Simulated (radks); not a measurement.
Task: These are the eigenvalues of the occupied orbitals of an atom or ion with whole-number occupations (hartree). Method: non-relativistic Kohn-Sham, LDA (Slater exchange, Perdew-Wang correlation), spin-unpolarised, spherical densities, point nucleus; computed with a radial shooting solver on a logarithmic mesh with Libxc functionals.

1s: -959.8073
2s: -187.3136
2p: -178.9761
3s: -70.93004
3p: -67.90486

Which element is it, and in what charge state? The configuration may be excited.

Result: Z = 47, silver, charge +31: Ag31+ in [Ne] 3s2 3p4. The list shows which subshells hold electrons but not how many an open one holds; the 1s level, -959.81 hartree, gives Z - s = 43.8 by -(Z - s)^2/2, which with screening narrows Z to a few neighbours, and the depths of the outer levels then fix element, charge and occupations together.
